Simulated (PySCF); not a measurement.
cyclopentanone (C5H8O), singlet, geometry from GFN2-xTB; CAMB3LYP/6-31G* run with PySCF.

Input for PySCF:
```python
from pyscf import gto, scf, dft

mol = gto.M(
    atom='''
O     0.87537310    1.89876563   -0.35725549
C     0.37959572    0.82337841   -0.15491983
C     1.12822729   -0.48061669    0.02883662
C     0.06033799   -1.56791212   -0.04754620
C    -1.19163010   -0.88596563    0.50924683
C    -1.10303578    0.53525941   -0.03911772
H     1.92578836   -0.58504964   -0.70535867
H     1.59131385   -0.45285207    1.01834905
H     0.33028268   -2.46089812    0.51376258
H    -0.10497291   -1.85408406   -1.08762352
H    -1.14947978   -0.86694046    1.59958820
H    -2.10743946   -1.39392016    0.21152703
H    -1.52542668    0.59576747   -1.04523879
H    -1.60402156    1.28299175    0.57403985
''',
    basis='6-31g*',
    verbose=4,
)

mf = dft.RKS(mol)
mf.xc = 'camb3lyp'
mf.kernel()
```

It wrote (shortened):

```
PySCF version 2.14.0

[INPUT] verbose = 4
[INPUT] num. atoms = 14
[INPUT] num. electrons = 46
[INPUT] charge = 0
[INPUT] spin (= nelec alpha-beta = 2S) = 0
[INPUT] symmetry False subgroup None
[INPUT] Mole.unit = angstrom
[INPUT] Symbol           X                Y                Z      unit          X                Y                Z       unit  Magmom
[INPUT]  1 O      0.875373100000   1.898765630000  -0.357255490000 AA    1.654215415812   3.588147015437  -0.675115032597 Bohr   0.0
[INPUT]  2 C      0.379595720000   0.823378410000  -0.154919830000 AA    0.717331948857   1.555959691780  -0.292756049964 Bohr   0.0
[INPUT]  3 C      1.128227290000  -0.480616690000   0.028836620000 AA    2.132040584360  -0.908233914995   0.054493314158 Bohr   0.0
[INPUT]  4 C      0.060337990000  -1.567912120000  -0.047546200000 AA    0.114022276007  -2.962924494186  -0.089849296264 Bohr   0.0
[INPUT]  5 C     -1.191630100000  -0.885965630000   0.509246830000 AA   -2.251854530788  -1.674232396478   0.962337038503 Bohr   0.0
[INPUT]  6 C     -1.103035780000   0.535259410000  -0.039117720000 AA   -2.084435529796   1.011493690496  -0.073921777417 Bohr   0.0
[INPUT]  7 H      1.925788360000  -0.585049640000  -0.705358670000 AA    3.639212574275  -1.105583588875  -1.332934705887 Bohr   0.0
[INPUT]  8 H      1.591313850000  -0.452852070000   1.018349050000 AA    3.007147354727  -0.855766387242   1.924400803711 Bohr   0.0
[INPUT]  9 H      0.330282680000  -2.460898120000   0.513762580000 AA    0.624143808887  -4.650423467257   0.970870569250 Bohr   0.0
[INPUT] 10 H     -0.104972910000  -1.854084060000  -1.087623520000 AA   -0.198370050399  -3.503711085322  -2.055310579435 Bohr   0.0
[INPUT] 11 H     -1.149479780000  -0.866940460000   1.599588200000 AA   -2.172201969925  -1.638280035704   3.022783610086 Bohr   0.0
[INPUT] 12 H     -2.107439460000  -1.393920160000   0.211527030000 AA   -3.982483403501  -2.634127341910   0.399728154643 Bohr   0.0
[INPUT] 13 H     -1.525426680000   0.595767470000  -1.045238790000 AA   -2.882638648305   1.125837352225  -1.975215047872 Bohr   0.0
[INPUT] 14 H     -1.604021560000   1.282991750000   0.574039850000 AA   -3.031161446298   2.424503027576   1.084778101086 Bohr   0.0

nuclear repulsion = 236.852573043895
number of shells = 52
number of NR pGTOs = 194
number of NR cGTOs = 100
basis = 6-31g*
ecp = {}

******** <class 'pyscf.dft.rks.RKS'> ********
method = RKS
initial guess = minao
damping factor = 0
level_shift factor = 0
DIIS = <class 'pyscf.scf.diis.CDIIS'>
diis_start_cycle = 1
diis_space = 8
diis_damp = 0
SCF conv_tol = 1e-09
SCF conv_tol_grad = None
SCF max_cycles = 50
direct_scf = True
direct_scf_tol = 1e-13
XC library pyscf.dft.libxc version 7.1.2
    S. Lehtola, C. Steigemann, M. J. T. Oliveira, and M. A. L. Marques,  SoftwareX 7, 1–5 (2018)
XC functionals = camb3lyp
    T. Yanai, D. P. Tew, and N. C. Handy,  Chem. Phys. Lett. 393, 51 (2004)
radial grids:
    Treutler-Ahlrichs [JCP 102, 346 (1995); DOI:10.1063/1.469408] (M4) radial grids

becke partition: Becke, JCP 88, 2547 (1988); DOI:10.1063/1.454033
pruning grids: <function nwchem_prune>
grids dens level: 3
symmetrized grids: False
atomic radii adjust function: <function treutler_atomic_radii_adjust>
small_rho_cutoff = 0
Set gradient conv threshold to 3.16228e-05
Initial guess from minao.
tot grids = 163136
init E= -271.359754885034
  HOMO = -0.31557876185068  LUMO = -0.0671401066627468  gap/eV = 6.76036
cycle= 1 E= -270.28191137539  delta_E= 1.08  |g|= 0.814  |ddm|= 3.38
  HOMO = -0.136690416167266  LUMO = 0.0753905303190412  gap/eV = 5.77102
cycle= 2 E= -270.082563002904  delta_E= 0.199  |g|= 1.35  |ddm|= 1.91
  HOMO = -0.280346474713235  LUMO = 0.0479759693774073  gap/eV = 8.93411
cycle= 3 E= -270.421176118776  delta_E= -0.339  |g|= 0.0981  |ddm|= 1.26
  HOMO = -0.296919320959175  LUMO = 0.0389620688061028  gap/eV = 9.13980
cycle= 4 E= -270.423285415858  delta_E= -0.00211  |g|= 0.0441  |ddm|= 0.125
  HOMO = -0.296107956694629  LUMO = 0.0435373437161282  gap/eV = 9.24222
cycle= 5 E= -270.423757873774  delta_E= -0.000472  |g|= 0.00655  |ddm|= 0.0474
  HOMO = -0.296028963739122  LUMO = 0.0443193421843344  gap/eV = 9.26135
cycle= 6 E= -270.423769071585  delta_E= -1.12e-05  |g|= 0.0025  |ddm|= 0.0101
  HOMO = -0.296695218732685  LUMO = 0.0438038359257718  gap/eV = 9.26545
cycle= 7 E= -270.42377072916  delta_E= -1.66e-06  |g|= 0.000749  |ddm|= 0.00511
  HOMO = -0.296709119988286  LUMO = 0.0438356015149712  gap/eV = 9.26669
cycle= 8 E= -270.423770898605  delta_E= -1.69e-07  |g|= 0.000124  |ddm|= 0.00153
  HOMO = -0.296705545988426  LUMO = 0.0438541235457146  gap/eV = 9.26710
cycle= 9 E= -270.42377090244  delta_E= -3.83e-09  |g|= 4.94e-05  |ddm|= 0.0002
  HOMO = -0.296711132482828  LUMO = 0.0438515265815891  gap/eV = 9.26718
cycle= 10 E= -270.423770903062  delta_E= -6.22e-10  |g|= 6.16e-06  |ddm|= 6.88e-05
  HOMO = -0.296712226259215  LUMO = 0.0438516964748961  gap/eV = 9.26722
Extra cycle  E= -270.423770903069  delta_E= -7.22e-12  |g|= 6.78e-06  |ddm|= 1.39e-05
converged SCF energy = -270.423770903069
```
